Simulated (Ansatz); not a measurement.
`C#C[SiH2][Te]C` + `[SiH3][AlH][S][SiH3]` → `C[Te][AlH][SiH3]` + `C#C[SiH2]S[SiH3]`  (redistribution)

Calculated with Ansatz (gas phase, PBE0-D4/def2-TZVP geometries, no zero-point term in ΔE). CCSD(T)/CBS is the MP2 limit (def2-TZVPP, def2-QZVPP) plus CCSD(T) − MP2 in def2-TZVPP, frozen cores. DFT in def2-TZVPP. def2 core potentials past Kr. For Te outer-core shells are correlated without core-valence functions, which leaves a few kJ/mol of doubt a bond. Each species was taken in one conformer, which may not be the lowest.

`C#C[SiH2][Te]C`:

Cartesian coordinates in Å:
```
C -2.337 1.075 -0.107
C -1.318 0.813 -0.697
Si 0.247 0.386 -1.528
Te 2.100 0.395 0.122
C 1.090 -0.950 1.461
H -3.240 1.313 0.407
H 0.071 -0.947 -2.158
H 0.573 1.397 -2.562
H 1.701 -1.011 2.359
H 0.111 -0.540 1.701
H 1.001 -1.931 1.002
```

`[SiH3][AlH][S][SiH3]`:

Z-matrix (Å, degrees):
```
Si
Al 1 2.453
H 1 1.490 2 111.9
H 1 1.490 2 110.9 3 120.6
H 1 1.491 2 110.6 3 -120.0
S 2 2.186 1 121.0 3 41.7
H 2 1.583 1 124.8 3 -138.7
Si 6 2.137 2 100.5 1 0.5
H 8 1.483 6 107.1 2 161.0
H 8 1.486 6 111.1 2 41.7
H 8 1.485 6 111.2 2 -79.5
```

`C[Te][AlH][SiH3]`:

```xyz
11

C     1.329    0.423    1.746
Te    1.645    1.811    0.129
Al   -0.039    0.911   -1.501
Si   -1.425   -1.038   -0.962
H     0.916    0.971    2.589
H     0.644   -0.359    1.432
H     2.293   -0.006    2.009
H    -0.131    1.694   -2.878
H    -1.054   -1.684    0.329
H    -2.861   -0.647   -0.865
H    -1.317   -2.077   -2.026
```

`C#C[SiH2]S[SiH3]`:

```xyz
11

C     1.782    1.624   -0.714
C     1.323    0.512   -0.802
Si    0.585   -1.151   -0.896
S    -0.291   -1.696    0.968
Si   -1.483    0.061    1.254
H     2.192    2.605   -0.639
H    -0.432   -1.139   -1.975
H     1.634   -2.156   -1.180
H    -0.690    1.160    1.854
H    -2.577   -0.328    2.177
H    -2.044    0.508   -0.046
```

| level | ΔE (eV) |
| --- | --- |
| r2SCAN-D4 | -0.02 |
| PBE0-D4 | -0.03 |
| HF/def2-QZVPP | -0.04 |
| MP2/CBS(def2) | -0.02 |

(1) What does CCSD(T)/CBS give? (Best estimate.)

Largest T1 diagnostic among the species: 0.013.

Answers

(1) Ansatz gave: -0.02 eV. The listed levels differ from it by 0.00, -0.01, -0.02, 0.00 eV.
